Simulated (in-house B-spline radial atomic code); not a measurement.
Binding energies in In XXIV (In23+)

NIST's tabulated ground configuration is [Ar] 3d8; each binding energy is the energy of the ion with one electron taken from that subshell, relaxed, less that of the parent. Level of theory: Dirac-Hartree-Fock, average of configuration, Fermi nucleus of rms radius 4.6156 fm; calculated with an all-electron radial atomic-structure program (B-spline basis). Energies include first-order Breit, QED and recoil terms.

| subshell | X-ray name | binding energy (eV) | -ε (eV) | relaxation (eV) |
| --- | --- | --- | --- | --- |
| 1s | K | 28763.7 | 28897.7 | 43.8 |
| 2s | L1 | 5047.5 | 5073.3 | 16.3 |
| 2p1/2 | L2 | 4746.8 | 4775.1 | 19.1 |
| 2p3/2 | L3 | 4537.5 | 4562.2 | 18.2 |
| 3s | M1 | 1555.4 | 1559.6 | 2.4 |
| 3p1/2 | M2 | 1434 | 1438.4 | 2.7 |
| 3p3/2 | M3 | 1392.2 | 1395.9 | 2.5 |
| 3d | M4,5 | 1187.9 | 1191.7 | 3.4 |

Relaxation = -ε minus the binding energy without Breit, QED and recoil terms.

Emission lines follow as differences of binding energies, with λ = 12398.42 eV·Å / E:

```json
{"line": "K-L3", "holes": "1s → 2p3/2", "energy (eV)": "24226.2", "wavelength (Å)": "0.51178"}
{"line": "K-L2", "holes": "1s → 2p1/2", "energy (eV)": "24016.9", "wavelength (Å)": "0.51624"}
{"line": "K-M3", "holes": "1s → 3p3/2", "energy (eV)": "27371.5", "wavelength (Å)": "0.45297"}
{"line": "L1-M3", "holes": "2s → 3p3/2", "energy (eV)": "3655.3", "wavelength (Å)": "3.3919"}
{"line": "L3-M1", "holes": "2p3/2 → 3s", "energy (eV)": "2982.1", "wavelength (Å)": "4.1576"}
```

(1) What screening constant σ does Moseley's law, E = (3/4)·13.6057 eV·(Z - σ)², need for K-L3?

Moseley's non-relativistic formula needs a falling, then negative, screening constant for heavy elements, because relativity binds the 1s electron more strongly than the formula allows.

(2) What does it cost to remove both a 2p3/2 and a 3d electron?

(3) What does it cost to remove both a 1s and a 3p3/2 electron?

(4) What does it cost to remove two 2p3/2 electrons?

Answers

(1) σ = 0.28.

(2) 5814.2 eV, which is 88.78 eV more than the two single binding energies together.

(3) 30250 eV, which is 93.93 eV more than the two single binding energies together.

(4) 9252.6 eV, which is 177.5 eV more than the two single binding energies together.
